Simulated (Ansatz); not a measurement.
Isolated molecules relaxed with PBE0-D4/def2-TZVP in Ansatz; ΔE leaves out vibrations. CBS: MP2 limit from def2 TZ/QZ plus the TZ coupled-cluster correction, frozen cores. This one scheme is used for every species, atoms too. DFT in def2-TZVPP. B3LYP here is the variant with VWN-RPA as its local correlation; programs differ in this. HSE06 is defined as in plane-wave codes. Open shells (•) are unrestricted, without spin–orbit coupling. Spin–orbit coupling would lower the free atoms: a little for C, O; strongly for Sn. Elements past krypton have def2 core potentials. Bonds to Sn are less sure, by a few kJ/mol each and by 10 to 20 or more in all where they break to atoms, as the def2 sets lack core-valence functions. One conformer a species, not always the lowest.

`N=C(O)[CH2][SnH3]` → 2 C• + 7 H• + N• + O• + Sn•  (atomization)

(1) What is ΔE at CCSD(T)/CBS? (An estimate is asked.)

(2) What do these levels give: BLYP-D4, B97M-V, B3LYP-D4, HSE06-D4, ωB97X-V, PBE, CAM-B3LYP, MP2/def2-SVP, CCSD/def2-SVP, CCSD(T)/def2-SVP, HF/def2-TZVPP, MP2/def2-QZVPP? (An estimate is asked.)

Largest T1 diagnostic among the species: 0.013.

Results:

(1) Ansatz gave: +4200.1 kJ/mol.

(2) The calculation gave: BLYP-D4 4198.6, B97M-V 4221.4, B3LYP-D4 4189.1, HSE06-D4 4194.6, ωB97X-V 4213.5, PBE 4267.1, CAM-B3LYP 4191.3, MP2/def2-SVP 3973.0, CCSD/def2-SVP 3884.8, CCSD(T)/def2-SVP 3936.9, HF/def2-TZVPP 2871.3, MP2/def2-QZVPP 4193.7 kJ/mol.

From BLYP to BHLYP (50 % exact exchange), in def2-TZVPP and without D4, ΔE moves by −135.8 kJ/mol: exact exchange takes away binding that semilocal exchange gives to molecules. At CCSD(T), def2-SVP lies −263.2 kJ/mol from the extrapolated value and def2-TZVPP −116.5 kJ/mol: correlation converges slowly with the basis, and small sets miss more of it in the bonded molecule than in its fragments. The D4 term adds +40.6 kJ/mol with B3LYP and +21.4 kJ/mol with PBE0; it sums over pairs of atoms, weighted by their polarisabilities, and B3LYP, whose exchange is more repulsive, gets the larger term.

For atomizations the MP2-based limit and the directly extrapolated one differ by several kJ/mol either way, and by 10 to 25 for some Ge, Se and Sn compounds, so smaller differences from it don't rank the levels.
